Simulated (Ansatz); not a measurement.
Frontier orbitals of BH₄NSiTe, SMILES `[TeH]B1N[SiH2]1`.

Charge 0, multiplicity 1. Correlated methods include outer-core shells of Te, which these sets cover unevenly. Te takes the def2 core potential. All single points use the PBE0-D4/def2-TZVP geometry. Basis def2-TZVPP, Ansatz 0.2.0.

| functional | HOMO (eV) | LUMO (eV) |
| --- | --- | --- |
| r2SCANh | -6.16 | -0.95 |

**Question.** Give HOMO and LUMO (eV) with LDA (SPW92), PBE, revPBE, BLYP, r2SCAN, B97M-V, PBE0, B3LYP, r2SCAN0, HSE06 (plane-wave form), BHLYP, CAM-B3LYP, LC-ωPBE, ωB97X-V, ωB97M-V, HF. (Estimate.)

**Answer.** Ansatz gave: 
| functional | HOMO | LUMO |
| --- | --- | --- |
| LDA (SPW92) | -5.72 | -1.60 |
| PBE | -5.56 | -1.45 |
| revPBE | -5.51 | -1.38 |
| BLYP | -5.37 | -1.33 |
| r2SCAN | -5.80 | -1.24 |
| B97M-V | -5.76 | -1.32 |
| PBE0 | -6.55 | -0.65 |
| B3LYP | -6.32 | -0.85 |
| r2SCAN0 | -6.71 | -0.53 |
| HSE06 (plane-wave form) | -6.16 | -1.02 |
| BHLYP | -7.36 | 0.22 |
| CAM-B3LYP | -7.71 | 0.37 |
| LC-ωPBE | -9.00 | 1.47 |
| ωB97X-V | -8.68 | 1.36 |
| ωB97M-V | -8.58 | 1.13 |
| HF | -8.68 | 2.38 |

B3LYP here is the variant with VWN-RPA as its local correlation; programs differ in this. LC-ωPBE has ω = 0.4 bohr⁻¹. Positive LUMOs are unbound and depend on the basis.
